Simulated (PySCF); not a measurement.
diboron tetrafluoride cation (B2F4), SMILES FB(F)B(F)F (connectivity only; charge and spin as stated), charge +1, multiplicity 2. Atoms are numbered in the order given.

```xyz
6

F      0.8383    -0.8383    -1.4657
B      0.0000     0.0000    -1.0169
F     -0.8383     0.8383    -1.4657
B      0.0000     0.0000     1.0169
F      0.8383     0.8383     1.4657
F     -0.8383    -0.8383     1.4657
```
Charge +1, spin multiplicity 2.

Geometry: PBE0-D3(BJ)/def2-SVP. The spin state was assumed, not searched. The values are those of a single conformer.

The numbers are results of TDA-CAM-B3LYP/def2-SVPD in PySCF 2.14.0, not measurements.

Vertical excitations; the highest root listed may be one member of a degenerate set. Isolated molecule, no solvent.

Computed UV-visible absorptions:
```
state    energy (eV)  λ (nm)      f                                     main pairs
-------  -----------  ------  -----  ---------------------------------------------
root 1          5.94     209  0.012                   β HOMO→LUMO (degenerate set)
root 2          5.94     209  0.012                 β HOMO−1→LUMO (degenerate set)
root 3          5.97     208  0.000                             β HOMO−2→LUMO 99 %
root 4          6.06     205  0.000                             β HOMO−3→LUMO 99 %
root 5          7.03     176  0.019    α HOMO→LUMO, β HOMO−6→LUMO (degenerate set)
root 6          7.03     176  0.019  α HOMO→LUMO+1, β HOMO−5→LUMO (degenerate set)
root 7          7.04     176  0.157                             β HOMO−4→LUMO 95 %
root 8          7.48     166  0.009  α HOMO→LUMO+1, β HOMO−5→LUMO (degenerate set)
root 9          7.48     166  0.009    α HOMO→LUMO, β HOMO−6→LUMO (degenerate set)
root 10         8.26     150  0.000                             β HOMO−7→LUMO 94 %
```
Unrestricted roots are not spin-pure.
